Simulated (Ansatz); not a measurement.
This geometry of a periodic cell of 17 atoms, K$_{16}$H (host K, host structure bcc, interstitial H) is a first-order saddle point.

Level of theory: DFT PBE, scalar-relativistic, plane waves, PAW in Ansatz. Settings: cutoff 420 eV, k mesh 2x2x2, fermi-dirac smearing 0.15 eV, no spin polarisation.

```xyz
17
Lattice="10.4600 0.0000 0.0000 0.0000 10.4600 0.0000 0.0000 0.0000 10.4600" Properties=species:S:1:pos:R:3
K 0.001 0.036 -0.041
K 5.231 -0.101 0.096
K 0.001 4.964 -0.473
K 0.001 0.466 5.490
K 2.603 2.705 2.501
K 5.231 5.392 -0.032
K 5.231 0.026 5.062
K 7.859 2.705 2.501
K 0.001 4.921 5.534
K 2.375 7.769 2.685
K 2.670 2.587 7.867
K 5.231 5.256 5.199
K 8.086 7.769 2.685
K 7.792 2.588 7.867
K 2.603 7.954 7.750
K 7.859 7.954 7.750
H 0.001 2.986 7.470
```

**Question.** Which two structures does it join? (They come from a converged band through this point; their orientation in space is the band's.)

**Answer.** The atom that moves furthest is H17, by 1.86 Å; four of its nearest neighbours are K4 2.64, K11 2.64, K14 2.65, K9 2.65 Å at the first end and K9 2.62, K3 2.63, K11 2.63, K14 2.65 Å at the last.

Image 0:

```xyz
17
Lattice="10.4600 0.0000 0.0000 0.0000 10.4600 0.0000 0.0000 0.0000 10.4600" Properties=species:S:1:pos:R:3
K 0.001 -0.158 0.209
K 5.230 -0.100 -0.188
K 0.001 5.378 0.206
K 0.001 0.331 5.197
K 2.769 2.611 2.405
K 5.230 5.321 -0.189
K 5.231 0.139 5.346
K 7.692 2.611 2.405
K 0.001 4.895 5.198
K 2.715 7.844 2.795
K 2.284 2.612 7.870
K 5.231 5.082 5.347
K 7.746 7.844 2.795
K 8.177 2.612 7.870
K 2.471 7.841 7.726
K 7.990 7.841 7.726
H 0.000 2.606 6.535
```

Image 4:

```xyz
17
Lattice="10.4600 0.0000 0.0000 0.0000 10.4600 0.0000 0.0000 0.0000 10.4600" Properties=species:S:1:pos:R:3
K 0.000 -0.208 0.146
K 5.231 0.178 0.084
K 0.001 5.251 -0.340
K 0.000 -0.208 5.079
K 2.477 2.721 2.612
K 5.232 5.121 -0.141
K 5.231 0.178 5.141
K 7.984 2.720 2.612
K 0.001 5.250 5.570
K 2.692 7.655 2.613
K 2.271 2.587 7.843
K 5.232 5.121 5.366
K 7.769 7.655 2.613
K 8.188 2.587 7.843
K 2.761 8.047 7.842
K 7.697 8.049 7.842
H 0.011 3.936 7.842
```

**Question.** How far does it lie above each of them?

**Answer.** 0.062 eV above the first and 0.061 eV above the second. This is the barrier of this one path; another mechanism may lie lower. Limits of this set-up: coarse k mesh, odd electron count without spin, a small cell, in which the defect meets its images, a typed lattice constant that wasn't relaxed here.

Run time: 9.1 min on 4 threads of AMD EPYC 7R43 64-Core Processor (Zen 3), with other jobs on the host, peak memory 4.6 GiB.
